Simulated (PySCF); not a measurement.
# `InChI=1S/C7H10/c1-2-7-4-3-6(7)5-7/h2,6H,1,3-5H2/t6-,7+/m1/s1`

Geometry:
| atom | x (Å) | y (Å) | z (Å) |
| --- | --- | --- | --- |
| C1 | 2.423 | 0.878 | -0.198 |
| C2 | 1.624 | -0.117 | 0.160 |
| C3 | 0.214 | -0.246 | -0.197 |
| C4 | -0.748 | -1.242 | 0.450 |
| C5 | -1.861 | -0.173 | 0.420 |
| C6 | -0.898 | 0.797 | -0.247 |
| C7 | -0.381 | 0.197 | -1.510 |
| H8 | 3.454 | 0.915 | 0.107 |
| H9 | 2.076 | 1.696 | -0.806 |
| H10 | 2.004 | -0.918 | 0.783 |
| H11 | -0.942 | -2.144 | -0.132 |
| H12 | -0.456 | -1.526 | 1.459 |
| H13 | -2.173 | 0.144 | 1.412 |
| H14 | -2.744 | -0.425 | -0.169 |
| H15 | -0.844 | 1.852 | -0.039 |
| H16 | 0.243 | 0.823 | -2.129 |
| H17 | -0.998 | -0.496 | -2.065 |

Method: TDDFT B3LYP/def2-SVPD circular dichroism and optical rotation, one conformer, gas phase in PySCF 2.14.0. Geometry: GFN2-xTB.

The molecule is flexible and this is one conformer; a measurement averages over conformers. States above about 6.4 eV lie in this functional's continuum (it starts at minus the energy of the highest occupied orbital, well below the true ionisation energy for most functionals) and depend on the basis.

Problem. Draw the ECD and absorption spectra from the lowest 16 states, each a Gaussian of half-width 0.25 eV at 1/e height.

Solution. 
| E (eV) | λ (nm) | Δε (L mol⁻¹ cm⁻¹) | ε (L mol⁻¹ cm⁻¹) |
| --- | --- | --- | --- |
| 5.32 | 233 | -0.62 | 329 |
| 5.47 | 227 | -4.81 | 2530 |
| 5.62 | 221 | -18.08 | 9490 |
| 5.77 | 215 | -33.57 | 17500 |
| 5.92 | 210 | -32.41 | 16400 |
| 6.07 | 204 | -19.31 | 8900 |
| 6.22 | 199 | -8.34 | 3820 |
| 6.37 | 195 | +1.85 | 2080 |
| 6.52 | 190 | +10.44 | 2590 |
| 6.67 | 186 | +6.80 | 3410 |
| 6.82 | 182 | -6.97 | 2790 |
| 6.97 | 178 | -10.24 | 1520 |
| 7.12 | 174 | +0.90 | 850 |
| 7.27 | 171 | +13.72 | 1170 |
| 7.42 | 167 | +20.18 | 2080 |
| 7.57 | 164 | +14.90 | 3290 |
| 7.72 | 161 | +5.79 | 5080 |
| 7.87 | 158 | +15.92 | 6290 |
| 8.02 | 155 | +30.55 | 5880 |

Δε uses R in velocity form, ε uses f in length form. Only the states computed contribute, so the short-wavelength end is incomplete.

The sign of the CD bands at 188, 160 nm isn't settled: the length form gives the opposite one.
